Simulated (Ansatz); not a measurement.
Wavefunction ladder for BrClHInO (`[OH][In]([Cl])[Br]`)

Z-matrix (Å, degrees):
```
In
O 1 1.962
Br 1 2.427 2 120.5
Cl 1 2.310 2 118.2 3 -180.0
H 2 0.962 1 111.6 3 -180.0
```

The species carries charge 0 and has multiplicity 1. Correlated methods include outer-core shells of Br, In, which these sets cover unevenly. Scalar relativity is left out up to krypton. In takes the def2 core potential. The structure was optimised at the PBE0-D4/def2-TZVP level. It is one conformer, not always the lowest. Frozen core, restricted reference, Ansatz 0.2.0.

```tsv
basis	HF (Eh)	MP2 corr.	CCSD corr.	(T)	CCSD(T) total
def2-SVP	-3296.17148	-0.63077	-0.64973	-0.01523	-3296.83644
def2-TZVPP	-3296.75539	-0.97739	-0.98947	-0.03612	-3297.78098
def2-QZVPP	-3296.82280	-1.52526	–	–	–
```
